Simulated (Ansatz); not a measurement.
`[SiH3][InH2]`. Total charge 0; spin multiplicity 1. In: def2 effective core potential.

Cartesian coordinates in Å:
```
Si 0.354 0.357 -1.008
In -0.431 -0.482 1.296
H 1.466 -0.451 -1.579
H 0.818 1.771 -0.917
H -0.777 0.324 -1.978
H 0.241 -1.891 2.039
H -1.672 0.372 2.148
```

Task: List the harmonic frequencies (cm⁻¹, unscaled) at PBE0-D4/def2-TZVP in Ansatz. (An estimate is asked.)

Result: Ansatz gave: 8i, 276, 292, 364, 495, 525, 611, 855, 935, 943, 1797, 1801, 2198, 2207, 2218.
